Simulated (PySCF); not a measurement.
Isomers C$_{7}$H$_{7}$N$_{3}$:

A. `InChI=1S/C7H7N3/c1-2-5-10-7(6-8)3-4-9-10/h2-4H,1,5H2`
B. `Nc1cccc2cn[nH]c12`
C. SMILES Cn1nc2ccccc2n1
D. SMILES n1c(C)nc(C#C)c(C)n1
E. SMILES C#CCn1ncc(C=C)n1
F. `InChI=1S/C7H7N3/c1-5-6(2)10-9-4-7(5)3-8/h4H,1-2H3`

Spectrum 1. 1H NMR (500 MHz, computed): δ 7.99 (s, 1H), 7.13 (m, 1H), 6.17 (m, 1H), 5.74 (m, 1H), 5.15 (d, 2H), 1.83 (t, 1H). 13C{1H} NMR (computed): δ 153.1 (C), 136.1 (CH), 135.6 (CH), 121.7 (CH2), 82.7 (C), 81.8 (CH), 45.6 (CH2).

Spectrum 2. 1H NMR (500 MHz, computed): δ 9.45 (s, 1H), 2.93 (s, 3H), 2.58 (s, 3H). 13C{1H} NMR (computed): δ 163.6 (C), 155.1 (CH), 142.8 (C), 121.4 (C), 115.7 (C), 23.9 (CH3), 19.6 (CH3).

Spectrum 3. 1H NMR (500 MHz, computed): δ 3.43 (s, 1H), 3.07 (s, 3H), 2.95 (s, 3H). 13C{1H} NMR (computed): δ 170.3 (C), 163.5 (C), 146.0 (C), 100.2 (CH), 84.3 (C), 26.4 (CH3), 23.3 (CH3).

Spectrum 4. 1H NMR (500 MHz, computed): δ 9.27 (br s, 1H), 8.04 (m, 1H), 7.45 (m, 1H), 7.33 (m, 1H), 6.81 (d, 1H), 3.43 (br s, 2H). 13C{1H} NMR (computed): δ 138.0 (CH), 135.2 (C), 133.9 (C), 130.8 (C), 127.0 (CH), 115.0 (CH), 112.6 (CH).

Spectrum 5. 1H NMR (500 MHz, computed): δ 7.62 (m, 1H), 6.98 (m, 1H), 6.16 (m, 1H), 6.08 (m, 1H), 5.78 (m, 1H), 4.95 (d, 2H). 13C{1H} NMR (computed): δ 141.8 (CH), 140.6 (CH), 130.7 (CH2), 123.4 (CH), 119.1 (C), 117.0 (C), 58.3 (CH2).

Spectrum 6. 1H NMR (500 MHz, computed): δ 8.24 (d, 2H), 7.73 (m, 2H), 4.60 (s, 3H). 13C{1H} NMR (computed): δ 149.9 (C), 130.7 (CH), 124.2 (CH), 43.3 (CH3).

A single conformation, rapidly exchanging positions averaged, non-relativistic, gas phase. Shieldings: GIAO PBE0/pcSseg-1; structure optimised with GFN2-xTB; PySCF 2.14.

δ = σ(ref) − σ, references computed at the same level: TMS for 1H and 13C. Where no couplings were computed, multiplicities follow the n + 1 count of equivalent neighbours, and m marks all less simple cases (inequivalent or close neighbours, rings, F or P nearby). Shifts are as computed. Against solution values, carbons near 30 ppm lie about +3 ppm off and those near 130 ppm about +5 ppm. Of 1211 compounds with measured shifts, 218 miss one by over three times the rms of a fit or turn the order of signals round; such compounds aren't used in these exercises. OH and NH positions are gas-phase values without hydrogen bonding to other molecules.

Q: Match each spectrum to its structure.

A: 1–E, 2–F, 3–D, 4–B, 5–A, 6–C.

- Spectrum 1 (E): 7 13C signals; δC 135.6 is an alkene CH; δC 121.7 is a terminal =CH2 carbon.
- Spectrum 2 (F): 7 13C signals; δC 155.1 is an aromatic CH next to a ring nitrogen; δC 121.4 is a nitrile carbon.
- Spectrum 3 (D): 7 13C signals; δC 100.2 is a terminal alkyne carbon; δC 84.3 is an alkyne carbon.
- Spectrum 4 (B): 7 13C signals; δC 135.2 is an aromatic carbon bearing nitrogen; δC 127.0 is an aromatic CH.
- Spectrum 5 (A): 7 13C signals; δC 141.8 is an aromatic CH next to a ring nitrogen; δC 140.6 is an alkene CH.
- Spectrum 6 (C): 4 13C signals; δC 130.7 is an aromatic CH; δC 43.3 is a methyl carbon bonded to N.
